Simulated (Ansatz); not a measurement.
Reactions of C2H6GaNSi, SMILES `N=C=[CH][GaH][SiH3]`.

Isolated molecules relaxed with PBE0-D4/def2-TZVP in Ansatz; ΔE leaves out vibrations. CBS: MP2 limit from def2 TZ/QZ plus the TZ coupled-cluster correction, frozen cores. This one scheme is used for every species, atoms too. For atomizations the MP2-based limit and the directly extrapolated one differ by several kJ/mol either way, and by 10 to 25 for some Ge, Se and Sn compounds, so smaller differences from it don't rank the levels. Open shells (•) are unrestricted, without spin–orbit coupling. Spin–orbit coupling would lower the free atoms: a little for C, Si; clearly for Ga. For Ga outer-core shells are correlated without core-valence functions, so the limit isn't a true one: a few kJ/mol of doubt a bond, and 10 to 20 or more in all where bonds break to atoms. Scalar relativity is left out up to krypton. One conformer a species, not always the lowest.

(1) Order these by ΔE at CCSD(T)/CBS, lowest first. (Estimate.)
A. `N=C=[CH][GaH][SiH3]` + `CCS` → `CCS[SiH3]` + `N=C=[CH][GaH2]`
B. `N=C=[CH][GaH][SiH3]` + `[OH][Al]([OH])[SH]` → `[OH][Al]([SH])[O][SiH3]` + `N=C=[CH][GaH2]`
C. `N=C=[CH][GaH][SiH3]` → 2 C• + Ga• + 6 H• + N• + Si•
D. `N=C=[CH][GaH][SiH3]` + `C[SiH](F)[SiH3]` → `C[Si](F)([SiH3])[SiH3]` + `N=C=[CH][GaH2]`
E. `N=C=[CH][GaH][SiH3]` + H–F → `[F][GaH][SiH3]` + `C=C=N`

Largest T1 diagnostic: 0.015, for `N=C=[CH][GaH2]`.

Answers

(1) B (-87.7 kJ/mol), E (-50.6 kJ/mol), A (-32.0 kJ/mol), D (+25.9 kJ/mol), C (+3761.3 kJ/mol).
